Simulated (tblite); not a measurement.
Input of a run (GFN2-xTB geometry optimisation, gas phase (tblite 0.8.0)), started from a force field or distance geometry:
```
{"job": {"kind": "relax", "xc": "GFN2-xTB", "basis": "xTB"}, "charge": 0, "multiplicity": 1}
C      2.654800    -0.627000    -0.011700
C      2.314400     0.261700    -1.042700
C      1.008700     0.661200    -1.163100
C      0.059800     0.192400    -0.294000
C     -1.369200     0.581700    -0.368400
C     -2.051700     0.925900     0.935500
Si    -2.550100    -0.706500     0.215300
N      0.403700    -0.668100     0.708200
C      1.673400    -1.090700     0.861700
H      3.674700    -0.940800     0.093700
H      3.088000     0.609100    -1.707200
H      0.718700     1.335400    -1.938300
H     -1.629400     1.284300    -1.178200
H     -2.739200     1.782600     0.956300
H     -1.362600     0.902200     1.810600
H     -3.772600    -0.840200    -0.543200
H     -2.067500    -1.865900     0.987000
H      1.937500    -1.790900     1.666700
```

Output (eV, eV/Å):
```
step      E/eV     max force
  0    -657.30241    2.121
  1    -657.45841    1.007
  2    -657.50247    0.808
  3    -657.54750    0.495
  4    -657.56111    0.346
  5    -657.57737    0.234
  6    -657.58452    0.164
  7    -657.58912    0.146
  8    -657.59163    0.123
  9    -657.59382    0.116
 10    -657.59576    0.103
 11    -657.59741    0.085
 12    -657.59884    0.090
 13    -657.60020    0.079
 14    -657.60146    0.084
 15    -657.60260    0.088
 16    -657.60361    0.079
 17    -657.60446    0.071
 18    -657.60519    0.073
 19    -657.60588    0.083
 20    -657.60663    0.087
 21    -657.60740    0.080
 22    -657.60810    0.051
 23    -657.60864    0.052
 24    -657.60905    0.049
 25    -657.60938    0.041
 26    -657.60966    0.044
 27    -657.60989    0.049
 28    -657.61011    0.041
 29    -657.61029    0.029
 30    -657.61045    0.031
 31    -657.61060    0.031
 32    -657.61079    0.043
 33    -657.61107    0.046
 34    -657.61140    0.040
 35    -657.61172    0.045
 36    -657.61200    0.035
 37    -657.61231    0.055
 38    -657.61269    0.061
 39    -657.61316    0.046
 40    -657.61365    0.051
 41    -657.61409    0.050
 42    -657.61446    0.042
 43    -657.61478    0.047
 44    -657.61507    0.043
 45    -657.61530    0.027
 46    -657.61545    0.025
 47    -657.61556    0.020
 48    -657.61565    0.026
 49    -657.61577    0.030
 50    -657.61594    0.034
 51    -657.61613    0.031
 52    -657.61627    0.025
 53    -657.61636    0.025
 54    -657.61646    0.025
 55    -657.61660    0.031
 56    -657.61678    0.035
 57    -657.61696    0.035
 58    -657.61711    0.028
 59    -657.61727    0.033
 60    -657.61745    0.037
 61    -657.61765    0.033
 62    -657.61783    0.030
 63    -657.61802    0.037
 64    -657.61828    0.044
 65    -657.61864    0.053
 66    -657.61901    0.039
 67    -657.61931    0.032
 68    -657.61953    0.035
 69    -657.61972    0.039
 70    -657.61989    0.034
 71    -657.61999    0.017
 72    -657.62004    0.015
 73    -657.62007    0.017
 74    -657.62010    0.015
 75    -657.62013    0.012
 76    -657.62015    0.013
 77    -657.62018    0.012
 78    -657.62019    0.008
```

Task: Summarise the run.

Result: The energy falls by 7.3 kcal/mol over 78 L-BFGS steps, the largest force on an atom goes from 2.12 to 0.008 eV/Å, and the atoms move by 0.190 Å rms after alignment. The bond that changes most is C5–Si7 (sp3 carbon bound to silicon to SiH2 silicon), which lengthens by 0.074 Å. Bonds longer at the end by more than 0.005 Å: 8 of 19; shorter: 10. Among the angles that change most is C6–Si7–H17, from 113.7° to 120.4°. Among the dihedrals that turn most is H13–C5–Si7–H17, from 162° to 145°. The energy never rose by more than 1e-5 eV on the way. The first step brought 49 % of the lowering.

Task: What are the final bond lengths?

Result: C1–C2 1.389 Å, C2–C3 1.380 Å, C3–C4 1.400 Å, C4–C5 1.454 Å, C5–C6 1.536 Å, C6–Si7 1.869 Å, C4–N8 1.336 Å, N8–C9 1.319 Å, C1–C9 1.385 Å, C5–Si7 1.917 Å, C1–H10 1.079 Å, C2–H11 1.081 Å, C3–H12 1.080 Å, C5–H13 1.083 Å, C6–H14 1.081 Å, C6–H15 1.080 Å, Si7–H16 1.455 Å, Si7–H17 1.445 Å, C9–H18 1.084 Å. Numbering counts from 1 in the input's order; the species is `c1ccc([C@@H]2C[SiH2]2)nc1`.

On an Arm Neoverse N1 with one thread, shared host, this took 1.1 s wall.

Its GFN2-xTB frequencies are all real (lowest 51 cm⁻¹). One conformer, not necessarily the lowest. 3 starts were optimised and ended at 0.00, 1.56 and 1.57 kcal/mol (GFN2-xTB); the lowest of these is shown.

These are computed values.
